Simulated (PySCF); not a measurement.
# Mayer bond orders and bond lengths

Species: C₈H₁₈P (charge +1).
Atom-mapped SMILES: `[CH2:1]=[CH:2][PH+:3]([CH2:4][CH2:5][CH3:6])[CH2:7][CH2:8][CH3:9]` (hydrogens: H10, H11 on C1; H12 on C2; H13 on P3; H14, H15 on C4; H16, H17 on C5; H18, H19, H20 on C6; H21, H22 on C7; H23, H24 on C8; H25, H26, H27 on C9)

Geometry (GFN2-xTB, Å), atoms numbered from 1 in this order:
```
atom  x, y, z in Å
C1     1.005    2.486   -1.709
C2     0.639    2.081   -0.501
P3    -0.131    0.493   -0.195
C4    -1.853    0.782    0.319
C5    -2.590   -0.491    0.743
C6    -2.556   -1.561   -0.338
C7     0.782   -0.413    1.087
C8     2.287   -0.480    0.811
C9     2.596   -1.132   -0.529
H10    0.874    1.872   -2.587
H11    1.453    3.453   -1.867
H12    0.771    2.699    0.380
H13   -0.133   -0.189   -1.389
H14   -2.360    1.258   -0.528
H15   -1.826    1.507    1.140
H16   -2.159   -0.882    1.667
H17   -3.626   -0.223    0.956
H18   -2.959   -1.179   -1.273
H19   -1.537   -1.913   -0.512
H20   -3.155   -2.415   -0.036
H21    0.585    0.105    2.034
H22    0.359   -1.420    1.158
H23    2.753   -1.054    1.613
H24    2.713    0.525    0.833
H25    2.136   -2.115   -0.599
H26    2.241   -0.512   -1.354
H27    3.669   -1.256   -0.646
```

Bond orders from the PBE0/pcSseg-1 density (PySCF). Geometry: GFN2-xTB, one conformer, isolated ion.

Q: How far do the computed orders between heavy atoms stray from the drawn ones?

A: The largest departure is 0.074, at C1–C2 (drawn double, 1.926).

Q: Give the Mayer order of every bond between heavy atoms, beside its length.

A: 
| bond | drawn as | length (Å) | Mayer order |
| --- | --- | --- | --- |
| C1–C2 | double | 1.326 | 1.926 |
| C2–P3 | single | 1.791 | 1.003 |
| P3–C4 | single | 1.820 | 1.004 |
| C4–C5 | single | 1.531 | 1.022 |
| C5–C6 | single | 1.522 | 1.046 |
| P3–C7 | single | 1.817 | 0.991 |
| C7–C8 | single | 1.531 | 1.027 |
| C8–C9 | single | 1.522 | 1.048 |

By pair of heavy elements: C–C: lowest C4–C5 (1.022, 1.531 Å), highest C1–C2 (1.926, 1.326 Å). C–P: all 3 within 0.02 of one another (0.991 to 1.004).

Q: And the bonds to hydrogen?

A: C–H: 0.91 to 0.96 (17 bonds); H–P: 0.92 (1 bond).

Q: Sum the orders of all bonds at each heavy atom with more than one neighbour and set the sums beside the valence in the SMILES.

A: C1 3.815 (drawn 4), C2 3.847 (drawn 4), P3 3.916 (drawn 4), C4 3.853 (drawn 4), C5 3.946 (drawn 4), C6 3.908 (drawn 4), C7 3.833 (drawn 4), C8 3.952 (drawn 4), C9 3.914 (drawn 4). Orders between atoms that aren't bonded are not in these sums.

For a closed shell the Mayer order of atoms A and B is Σ (PS)μν (PS)νμ over the basis functions μ on A and ν on B, with P the density and S the overlap matrix.

These values come from a run that also computed NMR shieldings. Cost: about 2.7 min of CPU time on one thread; the machine was shared, so the figure is rough.
